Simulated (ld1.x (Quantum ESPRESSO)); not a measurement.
**oxygen, ultrasoft: configuration errors across variants**

```json
{
 "Element": "oxygen (O)",
 "Generator": "ld1.x (Quantum ESPRESSO) 7.5",
 "Type": "ultrasoft",
 "Functional": "LDA (PZ)",
 "Relativity": "non-relativistic",
 "Frozen core": "[He]",
 "Valence charge": "6",
 "Reference configuration": "2s1.75 2p4.25",
 "Partial waves": "2s (bound): rcut 0.80, rcutus 0.95 bohr; 2s channel at -0.95 Ry: rcut 0.80, rcutus 0.95 bohr; 2p (bound): rcut 1.70, rcutus 2.30 bohr; 2p channel at 0.15 Ry: rcut 1.70, rcutus 2.30 bohr; 3d channel at -0.05 Ry: rcut 1.60, rcutus 2.10 bohr; 3d channel at 2.55 Ry: rcut 1.60, rcutus 2.10 bohr",
 "Local potential": "all-electron potential smoothed inside 1.60 bohr (lloc = -1)",
 "Core correction": "Bessel-smoothed model core inside 0.50 bohr",
 "Augmentation charge": "built from norm-conserving waves at rcut, not smoothed further"
}
```

All-electron excitation energies from the reference (eV): (1) 2s2 2p4 -3.627; (2) 2s2 2p3 12.964; (3) 2s2 2p2 46.680; (4) 2s1 2p5 10.904; (5) 2s1 2p4 27.745; (6) 2s0 2p6 25.494; (7) 2s2 2p0 177.600; (8) 2s1.75 2p4.25 spin -1.436; (9) 2s2 2p4 spin -5.036.

Spin tests fill each open shell by Hund’s rule, majority spin first.

3 further variants failed, have other tests or another functional or relativity, and are left out.

Errors AE − PS in meV (a dash: test not solved or not reliable):

```csv
change,(1),(2),(3),(4),(5),(6),(7),(8),(9),bound ghosts
base,+0.8,-413,-887,+6.8,-729,+37,+3587,-12,-15,not determined
"waves 2s (bound): rcut 0.80, rcutus 1.04 bohr; 2s channel at -0.95 Ry: rcut 0.80, rcutus 1.04 bohr",+0.8,-413,-886,+6.8,-728,+37,+3643,-12,-15,not determined
local potential all-electron potential smoothed inside 1.20 bohr (lloc = -1),+0.8,-395,-869,+6.9,-702,+37,+3581,-11,-14,not determined
"augmentation PSQ, radius 0.60 bohr",+0.5,-26,-134,+4.5,-17,+25,-39,+13,+8.5,none
core correction Bessel-smoothed model core inside 0.98 bohr,+0.8,-334,-132,+7.1,-591,+38,+3726,+29,+25,not determined
local potential all-electron potential smoothed inside 2.20 bohr (lloc = -1),+0.8,-414,-882,+6.8,-731,+37,+3733,-11,-15,not determined
```

Give the same row for: all radii but the core radius scaled by about 1.08 (s 1.02, p 2.48, d 2.26 bohr, rcut 0.86/1.82/1.72); local potential all-electron potential smoothed inside 1.72 bohr (lloc = -1).

+0.2, –, -1516, +2.2, –, –, –, –, –; bound ghosts: not determined. Not counted: 2s2 2p3 (solver errors, printed error -244 eV); 2s1 2p4 (solver errors, printed error -237 eV).
